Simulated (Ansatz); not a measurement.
Reaction (ligand exchange at a Y–O bond): `C[N](C)[Y]([OH])[OH]` + `O[SiH3]` → `C[N](C)[Y]([OH])[O][SiH3]` + H₂O

Calculated with Ansatz (gas phase, PBE0-D4/def2-TZVP geometries, no zero-point term in ΔE). CCSD(T)/CBS is the MP2 limit (def2-TZVPP, def2-QZVPP) plus CCSD(T) − MP2 in def2-TZVPP, frozen cores. This one scheme is used for every species. DFT in def2-TZVPP. def2 core potentials past Kr. For Y outer-core shells are correlated without core-valence functions, which leaves a few kJ/mol of doubt a bond. One conformer a species, not always the lowest.

| level | ΔE (kJ/mol) |
| --- | --- |
| revPBE | -24.3 |
| MP2/def2-SVP | -30.7 |

Problem. What does CCSD(T)/CBS give? (An estimate is asked.)

Solution. Ansatz gave: -33.0 kJ/mol. The listed levels differ from it by 8.7, 2.3 kJ/mol.

Largest T1 diagnostic among the species: 0.014.

From PBE to PBE0 (25 % exact exchange), in def2-TZVPP and without D4, ΔE moves by −3.1 kJ/mol. The D4 term adds −4.6 kJ/mol with B3LYP and −2.9 kJ/mol with PBE0; it sums over pairs of atoms, weighted by their polarisabilities, and B3LYP, whose exchange is more repulsive, gets the larger term.

B3LYP here is the variant with VWN-RPA as its local correlation; programs differ in this.
